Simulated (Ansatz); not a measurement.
```xyz
12

N    -0.6123    1.9001   -0.1536
Si    0.7292    0.9569   -0.6009
F     2.1579    1.5702   -0.1901
Si    0.4528   -1.0697    0.5326
N    -0.7569   -1.9815   -0.2485
Cl   -0.0318   -0.4844    2.4836
H    -0.9110    1.9361    0.8085
H    -0.8910    2.7206   -0.6666
H     0.7415    0.8738   -2.0819
H     1.6429   -1.9390    0.6791
H    -1.6070   -1.5362   -0.5555
H    -0.9143   -2.9469   -0.0066
```

Total charge 0; spin multiplicity 1.

(1) List the B3LYP/def2-TZVPP orbital energies in eV (Ansatz 0.2.0). (Estimate.)

Answers

(1) Ansatz gave: Occupied: -2762.10, -1799.84, -1799.82, -671.12, -389.44, -389.40, -256.86, -195.87, -195.75, -195.75, -144.27, -144.21, -99.63, -99.57, -99.57, -99.55, -99.53, -99.51, -32.05, -23.67, -23.53, -22.16, -15.51, -14.41, -13.98, -13.82, -12.76, -12.04, -11.95, -11.40, -10.43, -10.10, -9.38, -8.77, -8.06, -7.82, -7.57. Lowest empty: -0.37, -0.27, 1.00, 1.18, 1.37, 1.79, 2.11, 2.26.

B3LYP here is the variant with VWN-RPA as its local correlation; programs differ in this.
